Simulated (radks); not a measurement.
The numbers below are computed, except where a source is named.
The rhodium anion Rh- inside a hard spherical wall (all orbitals vanish at R), configuration held at [Kr] 4d8 5s2 and not refilled when levels cross. Level of theory: scalar-relativistic Kohn-Sham, LDA (Slater exchange, Perdew-Wang correlation), spin-polarised, spherical densities, finite nucleus; open shells are filled with parallel spins first (spin-orbit coupling, left out, can overturn this in heavy ions); Fermi nuclear charge, rms radius 4.4945 fm (a radial shooting solver on a logarithmic mesh with Libxc functionals). Eigenvalues in eV for spin up, with the zero of energy where the potential of the charges vanishes at infinity; a dash marks a level that is unbound or too diffuse for the functional's potential to be trusted. A positive occupied level is held by the wall or, in an anion where self-interaction has pushed it up, behind a barrier. The pressure on the wall is -dE/dV.

R (bohr)  E (hartree)  kinetic (hartree)    e(4s)    e(4p)   e(4d)   e(5s)  e(6s, empty)  e(5p, empty)  pressure (GPa)
20        -4779.50338           4948.337  -77.109  -45.089  -0.651   0.532         2.218         2.271        0.000101
12        -4779.50175           4948.346  -76.915  -44.893  -0.454   0.703         4.256         3.285          0.0148
8         -4779.48346           4948.431  -76.056  -44.029   0.389   1.492         9.320         4.953           0.519
7         -4779.46143           4948.524  -75.408  -43.382   1.005   2.125        12.696         6.023            1.56
3         -4776.76748           4958.089  -54.287  -22.997  21.043  33.888        122.79        47.049            1080
1.5       -4723.38191           5120.245   61.479   99.927  163.08  368.88        843.83        404.22          157000
